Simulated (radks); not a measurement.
The numbers below are computed, except where a source is named.
Tc+, configuration [Kr] 4d5 5s1.

Level of theory: non-relativistic Kohn-Sham, PBE, spin-polarised, spherical densities, point nucleus; open shells are filled with parallel spins first (spin-orbit coupling, left out, can overturn this in heavy ions); relativity is left out, which matters for an element this heavy (a radial shooting solver on a logarithmic mesh with Libxc functionals).

Energy parts (eV):
| part | energy |
|---|---|
| total | -114455.543 |
| kinetic | 114403.903 |
| electron-nucleus | -272091.401 |
| Hartree | 46655.363 |
| exchange-correlation | -3423.408 |

Orbitals (lengths in bohr, moments of r in powers of bohr; r(max) is where P^2 peaks; r(90%) holds 90 % of the orbital's charge):
orbital	occ.	eigenvalue (eV)	<r>	<r^4>	r(max)	r(90%)
1s up	1	-20326.22	0.03545	7.163e-06	0.02345	0.0631
1s down	1	-20326.21	0.03545	7.163e-06	0.02345	0.0631
2s up	1	-2855.478	0.1547	0.001351	0.1309	0.238
2s down	1	-2854.798	0.1547	0.001350	0.1309	0.238
2p up	3	-2636.853	0.1325	0.0009033	0.1029	0.215
2p down	3	-2636.356	0.1325	0.0009029	0.1029	0.215
3s up	1	-501.5204	0.4274	0.06733	0.3834	0.630
3s down	1	-501.1808	0.4274	0.06716	0.3835	0.630
3p up	3	-416.6698	0.4216	0.06925	0.3706	0.636
3p down	3	-416.2739	0.4215	0.06901	0.3707	0.635
3d up	5	-260.9696	0.3985	0.06953	0.3115	0.635
3d down	5	-260.3546	0.3983	0.06907	0.3117	0.634
4s up	1	-77.9030	1.089	2.726	0.9765	1.58
4s down	1	-74.4641	1.082	2.666	0.9715	1.57
4p up	3	-53.2288	1.187	4.118	1.036	1.76
4p down	3	-49.5806	1.179	4.046	1.029	1.75
4d up	5	-15.7450	1.637	20.16	1.262	2.60
4d down	0	-11.8836	1.658	22.47	1.250	2.66
5s up	1	-11.6758	3.051	170.1	2.648	4.47

The highest occupied level is 5s up at -11.676 eV. The configuration is held as typed, so some empty levels lie below it. Virial ratio -V/T = 2.00045. The density falls to 0.001 e/bohr^3 at r = 4.19 bohr. The spin density at the nucleus is 6.863 e/bohr^3 (1s 0.019, 2s -0.599, 3s 0.231, 4s -1.712, 5s 8.924). Summed over all electrons, <r^2> = 42.68 bohr^2, which gives a Langevin (diamagnetic) susceptibility term of -33.8 x 10^-6 cm^3/mol.
